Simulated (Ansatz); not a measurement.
Compare A (`CC1(O)CCCC1`) with its isomer B (`CCCCCC=O`).

Program: Ansatz. Geometries: PBE0-D4/def2-TZVP. ΔE: electronic, gas phase. CBS: MP2 limit from def2 TZ/QZ plus the TZ coupled-cluster correction, frozen cores. Functionals use def2-TZVPP. B3LYP here is the variant with VWN-RPA as its local correlation; programs differ in this. Each species was taken in one conformer, which may not be the lowest.

A:

Z-matrix (Å, degrees):
```
C
C 1 1.515
H 1 1.092 2 110.3
H 1 1.092 2 111.2 3 120.6
H 1 1.095 2 110.8 3 -119.6
C 2 1.528 1 114.3 3 -178.2
O 2 1.428 1 110.2 3 57.5
C 2 1.524 1 114.3 3 -61.1
C 6 1.528 2 104.2 1 165.3
H 6 1.095 2 108.9 1 46.9
H 6 1.095 2 112.1 1 -71.5
H 7 0.961 2 108.0 1 63.2
C 8 1.535 2 105.3 1 -161.3
H 8 1.091 2 110.8 1 75.7
H 8 1.093 2 108.6 1 -42.5
H 9 1.092 6 112.1 2 -152.3
H 9 1.091 6 109.9 2 88.8
H 13 1.092 8 111.2 2 141.0
H 13 1.091 8 110.8 2 -100.4
```

B:

```xyz
19

C    -1.6250    1.1376    2.0350
C    -0.4201    0.2989    1.6463
C    -0.3535    0.0121    0.1558
C     0.8481   -0.8312   -0.2379
C     0.9081   -1.1242   -1.7338
C     1.1500    0.1181   -2.5367
O     0.5084    0.4678   -3.4883
H    -1.6128    2.1045    1.5244
H    -2.5580    0.6355    1.7644
H    -1.6507    1.3298    3.1098
H     0.4995    0.8086    1.9564
H    -0.4387   -0.6502    2.1947
H    -0.3372    0.9609   -0.3953
H    -1.2718   -0.4979   -0.1602
H     1.7703   -0.3222    0.0694
H     0.8294   -1.7778    0.3110
H    -0.0047   -1.6050   -2.0935
H     1.7492   -1.7991   -1.9400
H     2.0096    0.7338   -2.1816
```

(1) Which isomer does CCSD(T)/CBS put lower? Give the gap. (Best estimate.)

(2) Give E(B) − E(A) in kJ/mol with LDA (SPW92), B3LYP-D4, CCSD(T)/def2-TZVPP, PBE0-D4, B2PLYP, BLYP-D4, r2SCAN-D4. (Estimate.)

Largest T1 diagnostic: 0.012.

Results:

(1) Computed: A, by 42.6 kJ/mol.

(2) Ansatz gave: LDA (SPW92) 69.6, B3LYP-D4 23.0, CCSD(T)/def2-TZVPP 40.0, PBE0-D4 45.6, B2PLYP 23.0, BLYP-D4 11.2, r2SCAN-D4 36.4. None reverses the order clearly.

The D4 term adds +12.1 kJ/mol with B3LYP and +6.2 kJ/mol with PBE0; it sums over pairs of atoms, weighted by their polarisabilities, and B3LYP, whose exchange is more repulsive, gets the larger term. From BLYP to BHLYP (50 % exact exchange), in def2-TZVPP and without D4, E(B) − E(A) moves by +30.5 kJ/mol.
